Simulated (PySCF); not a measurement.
B⁺ (boron, charge +1) across methods

[He] 2p2, high-spin 3P determinant (an excited configuration). Computed with PySCF 2.14 in def2-QZVPPD, with the non-relativistic Hamiltonian (point nucleus).

```tsv
method	E (hartree)	mean ε 1s α (eV)	mean ε 1s β (eV)	mean ε 2p α (eV)	Σ⟨r²⟩ (bohr²)	⟨S²⟩
LDA	-23.6719	-191.85	-190.98	-14.571	8.300	2.000
PBE	-23.9256	-193.83	-192.97	-14.669	8.264	2.000
PBE0	-23.9192	-201.23	-200.35	-15.853	8.274	2.000
TPSSh	-23.9601	-198.71	-197.84	-15.149	8.239	2.000
HSE06	-23.9239	-200.83	-199.93	-15.449	8.268	2.000
M06	-23.9553	-201.45	-200.83	-15.629	8.282	2.000
UHF	-23.83533	-222.73	-221.83	-18.994	8.443	2.000
r2SCAN	-23.9444	-196.97	-196.17	-14.930	8.204	2.000
```

Question: Estimate the same row for wB97X.

Answer: E (hartree) = -23.9523; mean ε 1s α (eV) = -202.35; mean ε 1s β (eV) = -202.03; mean ε 2p α (eV) = -18.110; Σ⟨r²⟩ (bohr²) = 8.269; ⟨S²⟩ = 2.000.
